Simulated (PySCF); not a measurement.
arsenic atom (As), quartet; HF/def2-TZVP (PySCF).

The PySCF input:
```python
from pyscf import gto, scf

mol = gto.M(
    atom='''
As    0.000000    0.000000    0.000000
''',
    basis='def2-tzvp',
    charge=0,
    spin=3,
    verbose=5,
)

mf = scf.UHF(mol)
mf.kernel()
mf.analyze()
```

It wrote (shortened):

```
PySCF version 2.14.0

[INPUT] verbose = 5
[INPUT] max_memory = 4000
[INPUT] num. atoms = 1
[INPUT] num. electrons = 33
[INPUT] charge = 0
[INPUT] spin (= nelec alpha-beta = 2S) = 3
[INPUT] symmetry False subgroup None
[INPUT] Mole.unit = angstrom
[INPUT] Symbol           X                Y                Z      unit          X                Y                Z       unit  Magmom
[...]
[INPUT] ---------------- BASIS SET ----------------
[INPUT] l, kappa, [nprim/nctr], expnt,             c_1 c_2 ...
[INPUT] As
[...]
                                74656.868743      0.0017632816413
                                16990.960004      0.0091728040381
                                4809.6200321      0.037337829344
                                1566.2887055      0.12199536117
                                563.21360499      0.29137475324
                                219.11179978      0.42326351479
                                86.86606103       0.22921464278
[...]
                                167.14850224      -0.11915461115
                                27.605517159      0.5462849598
                                11.947858521      0.53001520976
[...]
                                3.2018985739      0.69167053428
[...]
                                634.6176584       0.019042149977
                                203.93967606      0.090229744913
                                76.323890369      0.26169037693
                                30.664124943      0.41857168155
                                12.505056732      0.2344783019
[...]
                                7.7274891466      0.30470206668
                                3.5410493476      0.52888373107
                                1.6985585501      0.37272250955
[...]
                                39.860212744      0.066568843496
                                14.446428359      0.22275768307
                                5.6432900356      0.40309224382
                                2.1668188623      0.41671667946
[...]
nuclear repulsion = 0
number of shells = 16
number of NR pGTOs = 103
number of NR cGTOs = 48
basis = def2-tzvp
ecp = {}

******** <class 'pyscf.scf.uhf.UHF'> ********
method = UHF
initial guess = minao
damping factor = 0
level_shift factor = 0
DIIS = <class 'pyscf.scf.diis.CDIIS'>
diis_start_cycle = 1
diis_space = 8
diis_damp = 0
SCF conv_tol = 1e-09
SCF conv_tol_grad = None
SCF max_cycles = 50
direct_scf = True
direct_scf_tol = 1e-13
number electrons alpha = 18  beta = 15
Set gradient conv threshold to 3.16228e-05
E1 = -3115.5709403397505  E2 = 882.4510679752445  Ecoul = 963.7591464809709  Exc = -81.30807850572637
init E= -2233.11987236451
cond(S) = 85.09660623358207

  alpha mo_energy =
[-4.32425772e+02 -5.62233822e+01 -5.00539792e+01 -5.00539792e+01
 -5.00539792e+01 -8.00972284e+00 -5.85327363e+00 -5.85327363e+00
 -5.85327363e+00 -2.08043723e+00 -2.08043723e+00 -2.08043723e+00
 -2.08043723e+00 -2.08043723e+00 -6.92581712e-01 -1.57835140e-01
 -1.57835140e-01 -1.57835140e-01  3.68939442e-01  3.68939442e-01
  3.68939442e-01  3.68939442e-01  3.68939442e-01  4.60827377e-01
  4.60827377e-01  4.60827377e-01  4.68074078e-01  1.26131917e+00
  1.26131917e+00  1.26131917e+00  1.26131917e+00  1.26131917e+00
  1.43641578e+00  1.43641578e+00  1.43641578e+00  1.43641578e+00
  1.43641578e+00  1.43641578e+00  1.43641578e+00  2.54667143e+00
  2.54667143e+00  2.54667143e+00  3.45012834e+00  3.45012834e+00
  3.45012834e+00  3.45012834e+00  3.45012834e+00  5.88019327e+00]
  beta  mo_energy =
[-4.32425772e+02 -5.62233822e+01 -5.00539792e+01 -5.00539792e+01
 -5.00539792e+01 -8.00972284e+00 -5.85327363e+00 -5.85327363e+00
 -5.85327363e+00 -2.08043723e+00 -2.08043723e+00 -2.08043723e+00
 -2.08043723e+00 -2.08043723e+00 -6.92581712e-01 -1.57835140e-01
 -1.57835140e-01 -1.57835140e-01  3.68939442e-01  3.68939442e-01
  3.68939442e-01  3.68939442e-01  3.68939442e-01  4.60827377e-01
  4.60827377e-01  4.60827377e-01  4.68074078e-01  1.26131917e+00
[...]
converged SCF energy = -2234.19416755742  <S^2> = 3.7508759  2S+1 = 4.0004379
Total Energy =                       -2234.194167557423043
[...]
0 As 3pz         0.00000  -0.00000   0.00000
0 As 4px         0.00000   0.00000   0.00000
0 As 4py         0.00000  -0.00000   0.00000
0 As 4pz        -0.00000  -0.00000   0.00000
0 As 5px         0.00000   0.00000   0.00000
0 As 5py        -0.00000   0.00000   0.00000
0 As 5pz         0.00000   0.00000   0.00000
0 As 6px        -0.00000  -0.00000   0.00000
0 As 6py         0.00000  -0.00000   0.00000
0 As 6pz        -0.00000  -0.00000  -0.00000
0 As 3dxy        0.00028   0.00131  -0.00000
0 As 3dyz       -0.00011   0.00011   0.00000
0 As 3dz^2       0.00090  -0.00014  -0.00000
0 As 3dxz        0.00040  -0.00005  -0.00000
0 As 3dx2-y2     0.00087  -0.00024  -0.00000
0 As 4dxy        0.01253   0.05829  -0.00000
0 As 4dyz       -0.00504   0.00503   0.00000
0 As 4dz^2       0.03985  -0.00636   0.00000
0 As 4dxz        0.01770  -0.00223   0.00000
0 As 4dx2-y2     0.03870  -0.01065  -0.00000
0 As 5dxy        0.01898   0.08831   0.00000
0 As 5dyz       -0.00763   0.00762  -0.00000
0 As 5dz^2       0.06038  -0.00964   0.00000
0 As 5dxz        0.02681  -0.00338   0.00000
0 As 5dx2-y2     0.05864  -0.01613   0.00000
0 As 6dxy        0.20814   0.96819   0.00000
0 As 6dyz       -0.08367   0.08358   0.00000
0 As 6dz^2       0.66195  -0.10570  -0.00000
0 As 6dxz        0.29394  -0.03702   0.00000
0 As 6dx2-y2     0.64288  -0.17682  -0.00000
0 As 4f-3        0.00000  -0.00000  -0.00000
0 As 4f-2        0.00000   0.00000   0.00000
0 As 4f-1        0.00000   0.00000   0.00000
0 As 4f+0       -0.00000   0.00000  -0.00000
0 As 4f+1       -0.00000  -0.00000  -0.00000
0 As 4f+2        0.00000   0.00000   0.00000
0 As 4f+3        0.00000   0.00000   0.00000

To work with the spin densities directly, `use mulliken_meta_spin()` only printing them here.

 ** Mulliken spin pop alpha/beta on meta-lowdin orthogonal AOs **
 ** Mulliken Spin Density (per AO)  **
spin_pop of  0 As 1s       -0.00000
spin_pop of  0 As 2s       -0.00000
spin_pop of  0 As 3s        0.00006
spin_pop of  0 As 4s       -0.00058
spin_pop of  0 As 5s        0.00030
spin_pop of  0 As 6s        0.00022
spin_pop of  0 As 2px       0.00000
spin_pop of  0 As 2py       0.00000
spin_pop of  0 As 2pz       0.00000
spin_pop of  0 As 3px       0.00005
spin_pop of  0 As 3py       0.00005
spin_pop of  0 As 3pz       0.00005
spin_pop of  0 As 4px       0.99939
spin_pop of  0 As 4py       0.99939
spin_pop of  0 As 4pz       0.99939
spin_pop of  0 As 5px       0.00052
spin_pop of  0 As 5py       0.00052
spin_pop of  0 As 5pz       0.00052
spin_pop of  0 As 6px       0.00003
spin_pop of  0 As 6py       0.00003
spin_pop of  0 As 6pz       0.00003
spin_pop of  0 As 3dxy      0.00007
spin_pop of  0 As 3dyz      0.00007
spin_pop of  0 As 3dz^2     0.00007
spin_pop of  0 As 3dxz      0.00007
spin_pop of  0 As 3dx2-y2    0.00007
spin_pop of  0 As 4dxy     -0.00005
spin_pop of  0 As 4dyz     -0.00005
spin_pop of  0 As 4dz^2    -0.00005
spin_pop of  0 As 4dxz     -0.00005
spin_pop of  0 As 4dx2-y2   -0.00005
spin_pop of  0 As 5dxy     -0.00002
spin_pop of  0 As 5dyz     -0.00002
spin_pop of  0 As 5dz^2    -0.00002
spin_pop of  0 As 5dxz     -0.00002
spin_pop of  0 As 5dx2-y2   -0.00002
spin_pop of  0 As 6dxy     -0.00000
spin_pop of  0 As 6dyz     -0.00000
spin_pop of  0 As 6dz^2    -0.00000
spin_pop of  0 As 6dxz     -0.00000
spin_pop of  0 As 6dx2-y2   -0.00000
spin_pop of  0 As 4f-3      0.00000
spin_pop of  0 As 4f-2      0.00000
spin_pop of  0 As 4f-1      0.00000
spin_pop of  0 As 4f+0      0.00000
spin_pop of  0 As 4f+1      0.00000
spin_pop of  0 As 4f+2      0.00000
spin_pop of  0 As 4f+3      0.00000
 ** Mulliken Spin Density (per atom)  **
spin density of  0 As =      3.00000
 ** Mulliken pop alpha/beta on meta-lowdin orthogonal AOs **
 ** Mulliken pop       alpha | beta **
In total            18.00000 | 15.00000
 ** Mulliken atomic charges   ( Nelec_alpha | Nelec_beta ) **
charge of  0As =     -0.00000  (    18.00000     15.00000 )
Dipole moment(X, Y, Z, Debye):  0.00000, -0.00000,  0.00000
```
